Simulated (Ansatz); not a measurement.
Cl3Te (SMILES Cl[Te](Cl)Cl), doublet, at a GFN2-xTB geometry (the spin is typed, not shown lowest) (all electrons, no relativity); Ansatz (a quantum-chemistry and plane-wave program) with SVWN5/3-21G.

The Ansatz input:
Ansatz 0.2 input:
```yaml
crystal:
  periodic: [false, false, false]
  atoms:
    - {symbol: Te, position_ang: [0.24251408, 0.09021167, 0.37458785]}
    - {symbol: Cl, position_ang: [2.09821989, -0.02188028, -1.22814728]}
    - {symbol: Cl, position_ang: [-1.70711670, -0.93683014, 1.45583415]}
    - {symbol: Cl, position_ang: [-1.13291096, 0.68276885, -1.37348501]}
basis:
  gaussian:
    orbitals: 3-21G.json
hamiltonian:
  xc: {name: SVWN5}
magnetization: {spin_polarized: true, initial_magnetization: 1}
```
The basis file holds 3-21G in the JSON format of the Basis Set Exchange.

Question: What does Ansatz print? Leave out banner, timings and long lists.

Answer: 
```
Functional definition: SVWN5
834 factors; integrals over basis functions are off by at most 1.2e-4 eV
mean field evaluation 1: about -216319.1521 eV, gradient 2.0e1 eV
mean field evaluation 2: about -216303.8771 eV, gradient 4.8e1 eV
mean field evaluation 4: about -216322.0204 eV, gradient 5.0e0 eV
mean field evaluation 8: about -216322.1952 eV, gradient 3.2e-2 eV
mean field evaluation 16: about -216322.1952 eV, gradient 7.3e-6 eV
mean field evaluation 32: about -216322.1718 eV, gradient 6.9e-1 eV
mean field -216322.19517153 eV, -7949.6940441035 hartree, gradient 7.3e-6 eV, S^2 0.750373; 2 other end points of the search recorded, 0 dependent functions left out
reference -216322.19519864 eV, -7949.6940450998 hartree; 52, 51 occupied and 20, 21 virtual orbitals, 834 factors
Total energy: -216322.19519864 eV, -7949.6940450998 hartree
```
